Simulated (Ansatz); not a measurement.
Geometry optimisation, RKS B3LYP-D4/def2-SVP (Ansatz 0.2.0).

Input:

```yaml
crystal:
  periodic: [false, false, false]
  atoms:
    - { symbol: B, position_ang: [-0.1913, 1.9348, -0.2273] }
    - { symbol: C, position_ang: [-1.2077, 0.7802, 0.1572] }
    - { symbol: Si, position_ang: [-0.5867, -0.824, -0.5517] }
    - { symbol: F, position_ang: [-1.596, -2.0419, -0.2395] }
    - { symbol: Ge, position_ang: [1.4614, -1.3736, 0.4505] }
    - { symbol: H, position_ang: [0.8817, 2.0046, 0.131] }
    - { symbol: H, position_ang: [-0.6212, 2.8815, -0.8829] }
    - { symbol: H, position_ang: [-2.1777, 0.9909, -0.2608] }
    - { symbol: H, position_ang: [-1.2629, 0.7256, 1.3054] }
    - { symbol: H, position_ang: [-0.3574, -0.6924, -1.9661] }
    - { symbol: H, position_ang: [1.9578, -2.7194, -0.0695] }
    - { symbol: H, position_ang: [2.5179, -0.2485, 0.1844] }
    - { symbol: H, position_ang: [1.2025, -1.4527, 1.9841] }
basis:
  gaussian: { orbitals: def2-SVP }
hamiltonian:
  xc: b3lyp
  dispersion: d4
relax:
  f_tol: 0.015
  max_steps: 40
```

Command:

```bash
$ ansatz run input.yaml --threads 2 --pin off --max-ram 3072MiB --backend cpu --events-out ev --progress --plain --runs-dir out
```

Problem. Where does it end, and by what steps?

Solution. It converged. After 13 steps the energy has fallen by 0.344 eV; H6 moved furthest, 0.60 Å.

```
step  energy less start (eV)  largest force component (eV/Å)  accepted
   0                  0.0000                           2.745       yes
   1                 -0.1907                           1.284       yes
   2                 -0.2953                           0.549       yes
   3                 -0.2983                           0.602       yes
   4                 -0.3196                           0.144       yes
   5                 -0.3332                           0.114       yes
   6                 -0.3400                           0.029       yes
   7                 -0.3324                           0.400        no
   8                 -0.3427                           0.023       yes
   9                 -0.3420                           0.155        no
  10                 -0.3433                           0.071       yes
  11                 -0.3436                           0.058       yes
  12                 -0.3438                           0.034       yes
  13                 -0.3439                           0.012       yes
```

```xyz
13
Properties=species:S:1:pos:R:3
B -0.282 2.037 -0.154
C -1.215 0.846 0.167
Si -0.553 -0.773 -0.555
F -1.659 -1.929 -0.207
Ge 1.520 -1.424 0.439
H 0.638 2.314 0.579
H -0.415 2.672 -1.173
H -2.218 0.937 -0.287
H -1.304 0.638 1.247
H -0.455 -0.687 -2.040
H 1.946 -2.836 -0.011
H 2.622 -0.421 0.032
H 1.395 -1.410 1.977
```

Run time: 28 s on 2 threads of AMD EPYC 9R45 96-Core Processor (Zen 5), with other jobs on the host, peak memory 0.38 GiB.
